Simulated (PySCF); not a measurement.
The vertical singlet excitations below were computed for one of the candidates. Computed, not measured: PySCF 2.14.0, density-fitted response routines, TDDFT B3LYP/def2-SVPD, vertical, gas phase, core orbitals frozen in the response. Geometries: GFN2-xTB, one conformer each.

| state | E (eV) | λ (nm) | f |
| --- | --- | --- | --- |
| S1 | 5.73 | 216.3 | 0.0032 |
| S2 | 6.42 | 193.2 | 0.0098 |
| S3 | 6.69 | 185.4 | 0.159 |
| S4 | 6.77 | 183.1 | 0.0008 |
| S5 | 6.88 | 180.3 | 0.0095 |
| S6 | 6.91 | 179.5 | 0.013 |
| S7 | 7.23 | 171.6 | 0.012 |
| S8 | 7.38 | 168.0 | 0.056 |

**Question.** Which structure fits? All have the formula C5H9NO2.
A. `COC/C=N\C(C)=O`
B. `COC/C=N/C(C)=O`
C. `CO[C@@H]1C[C@H]1C(N)=O`

**Answer.** C. Its S1, at 5.73 eV, is the highest among the candidates; the nearest of the others has S1 at 4.60 eV. S1 is HOMO→LUMO+1 (54%), HOMO-1→LUMO+1 (38%). Löwdin shares by element: HOMO oxygen 55%, carbon 21% or more (atoms not listed hold the other 24%); LUMO hydrogen 36% or more, nitrogen 14%, carbon 9% or more (atoms not listed hold the other 40%). At the same level the other candidates give, for their lowest levels:
- `COC/C=N\C(C)=O`: 4.60 eV (f 0.000); 5.34 eV (f 0.008); 5.40 eV (f 0.001); 6.02 eV (f 0.002); 6.38 eV (f 0.011); T1 4.16 eV; HOMO -6.99, LUMO -1.05 eV
- `COC/C=N/C(C)=O`: 4.32 eV (f 0.001); 5.11 eV (f 0.003); 5.46 eV (f 0.017); 5.60 eV (f 0.008); 6.49 eV (f 0.043); T1 3.89 eV; HOMO -7.13, LUMO -1.46 eV

Conformer computed: `[CH3:1][O:2][C@@H:3]1[CH2:4][C@H:5]1[C:6]([NH2:7])=[O:8]`: C1–O2–C3–C4 159°, C4–C5–C6–N7 -146°, H–N7–C6–C5 6°, H–N7–C6–C5 178°.
Triplets come from the Tamm–Dancoff approximation.
